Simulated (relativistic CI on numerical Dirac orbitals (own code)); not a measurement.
A reference radial Dirac CI calculation of Zr+ gave the lowest total energy -3593.48264 Ha in 14 SCF steps, from this input:

```
atom Zr  Z=40  charge=1  electrons=39
nucleus A=90  rms_radius_fm=4.2694
hamiltonian dirac-coulomb  breit=on  qed=on  c_scale=1
orbitals kli  potential=per-configuration
slater_scale 1
correlation none
mixing on
grid step=0.0125 r_max=100.6
scf mixing=0.4 start=green max_iterations=150 tolerance=2e-08 node_fill=0.05
configurations
  [Kr] 4d2 5s
end
```

One setting was then changed, and the output read:

```
SCF 1: [Kr] 4d2 5s
 iter      energy (Ha)   residual   last orbital (Ha)
    1     -3589.948466   1.53e+00     -0.55922
    2     -3596.200779   4.56e-01     -0.45872
    3     -3596.809227   1.41e-01     -0.48002
    4     -3596.848101   5.21e-02     -0.50286
    5     -3596.851281   1.67e-02     -0.51386
    6     -3596.851321   5.71e-03     -0.51866
    7     -3596.851149   5.30e-04     -0.52157
    8     -3596.851138   2.76e-04     -0.52198
    9     -3596.851139   1.99e-05     -0.52244
   10     -3596.851137   4.33e-06     -0.52246
   11     -3596.851137   1.18e-06     -0.52246
   12     -3596.851137   1.08e-07     -0.52246
   13     -3596.851137   3.84e-08     -0.52246
   14     -3596.851137   1.16e-08     -0.52246
orbital energies (Ha): 3d3/2 -6.9381  3d5/2 -6.8467  4s -2.3846  4p1/2 -1.6232  4p3/2 -1.5598  4d3/2 -0.5227  4d5/2 -0.5178  5s -0.5225
configuration averages (Ha): Dirac-Coulomb, Breit, QED
  4d2 5s                       -3596.851137    2.049617    1.371740
levels: no., configuration, term, J, E (cm-1), weight
   1 4d2 5s                 4F   3/2              0.0  1.00
   2 4d2 5s                 4F   5/2            269.1  1.00
   3 4d2 5s                 4F   7/2            647.1  1.00
   4 4d2 5s                 4F   9/2           1129.0  1.00
   5 4d2 5s                 4P   1/2           9324.1  1.00
   6 4d2 5s                 4P   3/2           9471.5  0.99
   7 4d2 5s                 4P   5/2           9632.5  0.95
   8 4d2 5s                 2F   5/2          10653.7  0.91
   9 4d2 5s                 2F   7/2          11518.6  1.00
  10 4d2 5s                 2D   3/2          11801.6  0.99
  11 4d2 5s                 2D   5/2          11972.4  0.88
  12 4d2 5s                 2G   9/2          15914.5  1.00
  13 4d2 5s                 2G   7/2          15976.3  1.00
  14 4d2 5s                 2P   1/2          19900.6  1.00
lowest total energy -3593.474444 Ha
end: converged
```

Problem. Which setting was changed?
A. charge
B. start potential
C. nuclear radius
D. configuration list

Solution. C. The nuclear radius 4.6963 fm.
